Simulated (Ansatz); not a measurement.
## Ansatz (development build ahead of 0.2.0) run

```yaml
crystal:
  periodic: [false, false, false]
  atoms:
    - { symbol: Na, position_ang: [-1.31, -1.31, -1.31] }
    - { symbol: Cl, position_ang: [-1.31, -1.31, 1.31] }
    - { symbol: Cl, position_ang: [-1.31, 1.31, -1.31] }
    - { symbol: Na, position_ang: [-1.31, 1.31, 1.31] }
    - { symbol: Cl, position_ang: [1.31, -1.31, -1.31] }
    - { symbol: Na, position_ang: [1.31, -1.31, 1.31] }
    - { symbol: Na, position_ang: [1.31, 1.31, -1.31] }
    - { symbol: Cl, position_ang: [1.31, 1.31, 1.31] }
basis:
  gaussian: { orbitals: cc-pVDZ }
hamiltonian:
  xc: hf
correlation:
  method: mp2
  frozen_orbitals: { Cl: 5, Na: 1 }
```

The input is written out in the form of the current development build from the run's settings.

Results

```json
{
  "Converged": "yes",
  "Reference energy": "-2485.95221 hartree",
  "Correlation energy": "-0.59774 hartree",
  "Total energy": "-2486.54995 hartree",
  "Spin squared of the determinant": "0.000"
}
```
